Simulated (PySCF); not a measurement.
B(H)(NCO)(OMe) (C₂H₄BNO₂), SMILES O(C)BN=C=O.

Coordinates come from a B3LYP-D3(BJ)/def2-SVP optimisation. The structure was generated by enumeration, and PubChem lists no compound with its InChIKey, so it may never have been made. The values are those of a single conformer.

All values below come from B3LYP/def2-TZVP in PySCF.

Computed frontier levels, gap, dipole moment and polarisability:
```
Property                                                                                                        Value
---------------------------------------------------------------------------------------------  ----------------------
highest occupied level                                                                                       -8.26 eV
lowest empty level                                                                                           -0.96 eV
orbital gap                                                                                                   7.30 eV
dipole moment                                                                                                  3.37 D
quadrupole, principal values (traceless, Buckingham form, about the centre of nuclear charge)  -1.86, -0.46, 2.32 D·Å
mean static polarisability                                                                       53.2 bohr³ (7.88 Å³)
polarisability, principal values                                                               34.0, 39.7, 85.8 bohr³
```
